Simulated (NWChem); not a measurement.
Species: ZnF$_{2}$; SMILES [F][Zn][F]

Program: NWChem. Pople sets run with spherical d functions. Coordinates come from a PBE-D3(BJ)/def2-SVP optimisation. Field at 589 nm.

```
level              isotropic polarisability (bohr³)  anisotropy (bohr³)
-----------------  --------------------------------  ------------------
B3LYP/6-31G*                                   17.6                11.1
B3LYP/def2-SVP                           (withheld)          (withheld)
B3LYP/def2-SVPD                                21.0                10.1
B3LYP/aug-cc-pVDZ                              21.6                11.5
B3LYP/def2-TZVPD                               22.1                10.3
```

Some entries are withheld; supply them.


- B3LYP/def2-SVP, isotropic polarisability (bohr³): 14.8
- B3LYP/def2-SVP, anisotropy (bohr³): 11.9
